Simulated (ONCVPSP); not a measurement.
## PBE ONCV dataset for fluorine (F), fully relativistic all-electron reference.

ONCVPSP 4.0.1 was run on this input:

```
# ATOM AND REFERENCE CONFIGURATION
# atsym  z   nc   nv     iexc    psfile
  F 9.00    1    2        4      upf
#
#   n    l    f
    1    0    2.00
    2    0    2.00
    2    1    5.00
#
# PSEUDOPOTENTIAL AND OPTIMIZATION
# lmax
    1
#
#   l,   rc,      ep,       ncon, nbas, qcut
    0    0.75    0.00    4    9    9.10
    1    1.40    0.00    3    7    9.90
#
# LOCAL POTENTIAL
# lloc, lpopt,  rc(5),   dvloc0
    4    5    0.70    2.00
#
# VANDERBILT-KLEINMAN-BYLANDER PROJECTORs
# l, nproj, debl
    0    2    2.30
    1    2    0.60
#
# MODEL CORE CHARGE
# icmod, fcfact, rcfact
    1    0.30    0.00
#
# LOG DERIVATIVE ANALYSIS
# epsh1, epsh2, depsh
   -3.00    5.00    0.02
#
# OUTPUT GRID
# rlmax, drl
    6.00    0.01
#
# TEST CONFIGURATIONS
# ncnf
    4
# nvcnf
#   n    l    f
    2
    2    0    2.00
    2    1    4.00
#
    2
    2    0    2.00
    2    1    3.00
#
    2
    2    0    2.00
    2    1    2.00
#
    2
    2    0    2.00
    2    1    4.50
#
```

Command:

```bash
oncvpspr.x < F.dat > F.out
```

The program printed (shortened: citation, most of the input echo, consistency checks and plot data are left out):

```
ONCVPSP  (Optimized Norm-Conservinng Vanderbilt PSeudopotential)
relativistic version 4.0.1

#   n    l    f        energy (Ha)
    1    0    2.00    -2.4377743D+01
    2    0    2.00    -1.0987518D+00
    2    1    5.00    -4.0753137D-01    -4.0986957D-01

Reference configufation results
  iterations    21
  all-electron total energy (Ha)   -9.97443889D+01

Begin loop to  construct optimized pseudo wave functions
and semi-local pseudopoentials for all angular momenta

   Wellstate for l =  0  n =  3 kap= -1
     eigenvalue =   1.2012
     asymptotic potential =   1.7012
     half-point radius =  2.1802

Calculating optimized projector #   1

 for l=   0

    Fraction of norm inside rc  0.323219
    Optimizing pswf for qcut=   9.09 a_B^-1,  ecut=  41.35 Ha
    Residual kinetic energy error=  2.59D-03 Ha

    Energy error per electron        Cutoff
         Ha          eV             Ha
         0.01000     0.27211       32.18
         0.00100     0.02721       76.54
         0.00010     0.00272      380.00
         0.00001     0.00027      444.83

Calculating optimized projector #   2

 for l=   0

    Fraction of norm inside rc  0.079911
    Optimizing pswf for qcut=   9.09 a_B^-1,  ecut=  41.35 Ha
    Residual kinetic energy error=  1.09D-03 Ha

    Energy error per electron        Cutoff
         Ha          eV             Ha
         0.01000     0.27211       26.47
         0.00100     0.02721       42.06
         0.00010     0.00272      154.51
         0.00001     0.00027      524.18

   Wellstate for l =  1  n =  3 kap= -2
     eigenvalue =   0.1925
     asymptotic potential =   0.6925
     half-point radius =  7.3952

Calculating optimized projector #   1

 for l=   1

    Fraction of norm inside rc  0.749206
    Optimizing pswf for qcut=   9.91 a_B^-1,  ecut=  49.14 Ha
    Residual kinetic energy error=  7.44D-07 Ha

    Energy error per electron        Cutoff
         Ha          eV             Ha
         0.01000     0.27211       26.83
         0.00100     0.02721       33.98
         0.00010     0.00272       39.65
         0.00001     0.00027       44.09

Calculating optimized projector #   2

 for l=   1

    Fraction of norm inside rc  0.049543
    Optimizing pswf for qcut=   9.91 a_B^-1,  ecut=  49.14 Ha
    Residual kinetic energy error=  1.36D-07 Ha

    Energy error per electron        Cutoff
         Ha          eV             Ha
         0.01000     0.27211       18.84
         0.00100     0.02721       28.22
         0.00010     0.00272       35.45
         0.00001     0.00027       41.20

   Wellstate for l =  1  n =  3 kap=  1
     eigenvalue =   0.1901

Calculating optimized projector #   1

 for l=   1

    Fraction of norm inside rc  0.750555
    Optimizing pswf for qcut=   9.91 a_B^-1,  ecut=  49.14 Ha
    Residual kinetic energy error=  7.54D-07 Ha

    Energy error per electron        Cutoff
         Ha          eV             Ha
         0.01000     0.27211       26.86
         0.00100     0.02721       34.00
         0.00010     0.00272       39.67
         0.00001     0.00027       44.11

Calculating optimized projector #   2

 for l=   1

    Fraction of norm inside rc  0.049277
    Optimizing pswf for qcut=   9.91 a_B^-1,  ecut=  49.14 Ha
    Residual kinetic energy error=  1.37D-07 Ha

    Energy error per electron        Cutoff
         Ha          eV             Ha
         0.01000     0.27211       18.85
         0.00100     0.02721       28.23
         0.00010     0.00272       35.47
         0.00001     0.00027       41.21

Construct Vanderbilt / Kleinmman-Bylander projectors

B matrix Hermiticity error, ll=  0  kap= -1
   1   2    1.6922D-04

  Orthonormal projector coefficients  2.3004E+01  6.8050E+00

B matrix Hermiticity error, ll=  1  kap= -2
   1   2    1.8903D-05

  Orthonormal projector coefficients -3.2247E+00 -1.1832E+00

B matrix Hermiticity error, ll=  1  kap=  1
   1   2    1.8970D-05

  Orthonormal projector coefficients -3.2363E+00 -1.1872E+00

 Orthonormal scalar projector coefficients, l =  1
 -3.2285E+00 -1.1845E+00 -2.7136E-07 -4.1773E-08

 Orthonormal spin-orbit projector coefficients, l =  1
  7.9767E-03  2.7170E-03 -2.2115E-04 -3.6180E-05

Model core correction analysis
  based on d2Exc/dn_idn_j

d2excae - all-electron derivatives

   -4.011212D-02   -3.305451D-02
   -3.332820D-02   -3.121380D-02

d2excps - pseudofunction derivatives with no core correction

   -4.958089D-02   -4.434344D-02
   -4.467537D-02   -4.049904D-02

rms 2nd derivative error    1.039317E-02

Polynomial model core charge

d2excps - pseudofunction derivatives with core correction

   -4.864800D-02   -4.401978D-02
   -4.435157D-02   -4.045695D-02

rms 2nd derivative error    1.000061E-02

Pseudoatom total energy  -23.827709

Diagnostic tests using Vanderbilt-Kleinman-Bylander pseudopotentials
  relativistic with J = L +/- 1/2 projectors

   l  kap   rcore       rmatch      e in        delta e    norm test   slope test

   0  -1   0.7507872   0.7735827  -1.0987518  -0.0000303   1.0000643   1.0006670
   0  -1   0.7507872   0.7735827   1.2012482   0.0000275   1.0002463   1.0002463

   1  -2   1.4070347   1.4497553  -0.4075314  -0.0000152   1.0000402   1.0000380
   1   1   1.4070347   1.4497553  -0.4098696  -0.0000117   1.0000433   1.0000257
   1  -2   1.4070347   1.4497553   0.1924686  -0.0000023   1.0000916   1.0000916
   1   1   1.4070347   1.4497553   0.1922383  -0.0000022   1.0000920   1.0000920

Diagnostic tests using Vanderbilt-Kleinman-Bylander pseudopotentials
  relativistic with scalar and spin-orbit non-local projectors

   l  kap   rcore       rmatch      e in        delta e    norm test   slope test

   0  -1   0.7507872   0.7735827  -1.0987518  -0.0000303   1.0000643   1.0006670
   0  -1   0.7507872   0.7735827   1.2012482   0.0000275   1.0002463   1.0002463

   1  -2   1.4070347   1.4497553  -0.4075314  -0.0000152   1.0000402   1.0000380
   1   1   1.4070347   1.4497553  -0.4098696  -0.0000117   1.0000433   1.0000257
   1  -2   1.4070347   1.4497553   0.1924686  -0.0000023   1.0000916   1.0000916
   1   1   1.4070347   1.4497553   0.1922383  -0.0000022   1.0000920   1.0000920

Ghost test for J = L + 1/2

 Testing for bound ghosts
   n   l    E NL Schr. Eq   E Basis Diag.   E Cutoff

   1   0       -1.098782       -1.023666    615.46

   2   1       -0.407547       -0.404484    112.20

 Testing for highly-localized positive-energy ghosts
       l    <radius>/rc     E Basis Diag.   E Cutoff

Ghost test for J = L - 1/2

 Testing for bound ghosts
   n   l    E NL Schr. Eq   E Basis Diag.   E Cutoff

   1   0       -1.098782       -1.023666    615.46

   2   1       -0.409881       -0.406862    112.20

 Testing for highly-localized positive-energy ghosts
       l    <radius>/rc     E Basis Diag.   E Cutoff

Test configuration 0

   n   l kap    f        eae           eps        diff
   1   0  -1  2.0000  -24.37774296
   2   0  -1  2.0000   -1.09875181   -1.09878207   -3.03E-05
   2   1  -2  3.3333   -0.40753137   -0.40754655   -1.52E-05
   2   1   1  1.6667   -0.40986957   -0.40988128   -1.17E-05

    Total energies and differences
      AE_ref= -9.97443889E+01  AE_tst= -9.97443889E+01  dif=  0.00E+00
      PS_ref= -2.38277086E+01  PS_tst= -2.38277086E+01  dif= -4.97E-14
      PSP excitation error=  4.97E-14

Test configuration 1

   n   l kap    f        eae           eps        diff
   1   0  -1  2.0000  -25.14022451
   2   0  -1  2.0000   -1.74140527   -1.74159015   -1.85E-04
   2   1  -2  2.6667   -1.03935424   -1.03572534    3.63E-03
   2   1   1  1.3333   -1.04209300   -1.03842288    3.67E-03

    Total energies and differences
      AE_ref= -9.97443889E+01  AE_tst= -9.90318184E+01  dif=  7.13E-01
      PS_ref= -2.38277086E+01  PS_tst= -2.31164599E+01  dif=  7.11E-01
      PSP excitation error=  1.32E-03

Test configuration 2

   n   l kap    f        eae           eps        diff
   1   0  -1  2.0000  -26.10060703
   2   0  -1  2.0000   -2.49858723   -2.49530978    3.28E-03
   2   1  -2  2.0000   -1.79969240   -1.78380810    1.59E-02
   2   1   1  1.0000   -1.80288683   -1.78688119    1.60E-02

    Total energies and differences
      AE_ref= -9.97443889E+01  AE_tst= -9.76212094E+01  dif=  2.12E+00
      PS_ref= -2.38277086E+01  PS_tst= -2.17146792E+01  dif=  2.11E+00
      PSP excitation error=  1.02E-02

Test configuration 3

   n   l kap    f        eae           eps        diff
   1   0  -1  2.0000  -27.24364828
   2   0  -1  2.0000   -3.35173908   -3.33777093    1.40E-02
   2   1  -2  1.3333   -2.67257586   -2.62988377    4.27E-02
   2   1   1  0.6667   -2.67628622   -2.63333725    4.29E-02

    Total energies and differences
      AE_ref= -9.97443889E+01  AE_tst= -9.53928281E+01  dif=  4.35E+00
      PS_ref= -2.38277086E+01  PS_tst= -1.95141697E+01  dif=  4.31E+00
      PSP excitation error=  3.80E-02

Test configuration 4

   n   l kap    f        eae           eps        diff
   1   0  -1  2.0000  -24.73276320
   2   0  -1  2.0000   -1.40402177   -1.40437889   -3.57E-04
   2   1  -2  3.0000   -0.70588635   -0.70481620    1.07E-03
   2   1   1  1.5000   -0.70841830   -0.70733027    1.09E-03

    Total energies and differences
      AE_ref= -9.97443889E+01  AE_tst= -9.94671842E+01  dif=  2.77E-01
      PS_ref= -2.38277086E+01  PS_tst= -2.35507209E+01  dif=  2.77E-01
      PSP excitation error=  2.17E-04
```

The run took about 3.9 s on one core of a shared server CPU.
